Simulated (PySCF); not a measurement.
Computed shifts of a molecule C2H14Si4, PBE/pcSseg-1 run with PySCF, GIAO, gas phase, atoms alike by connectivity averaged where their shifts nearly agree, in ppm (number of nuclei): ²⁹Si: -66.0 (1), -66.2 (1), -69.3 (1), -69.6 (1). ¹³C: -13.2 (2). ¹H: 4.53 (1), 4.48 (1), 4.41 (3), 4.37 (1), 4.31 (3), 4.25 (1), 0.49 (1), 0.20 (1), 0.04 (1), 0.01 (1). References: ²⁹Si against TMS (σ = 335.4 ppm); ¹³C against TMS (σ = 182.0 ppm); ¹H against TMS (σ = 31.49 ppm), references at their B3LYP-D3(BJ)/def2-TZVP geometries, non-relativistic. Coordinates come from a PBE0-D3(BJ)/def2-SVP optimisation. One conformer was computed; it need not be the lowest.

Task: Which molecule gave these data?
A. [SiH3]C[SiH2][SiH2]C[SiH3]
B. C[SiH2]C[SiH2][SiH2][SiH3]
C. C[Si@H]([SiH3])C[SiH2][SiH3]
D. C[SiH2][Si](C)([SiH3])[SiH3]

Result: A, [SiH3]C[SiH2][SiH2]C[SiH3]
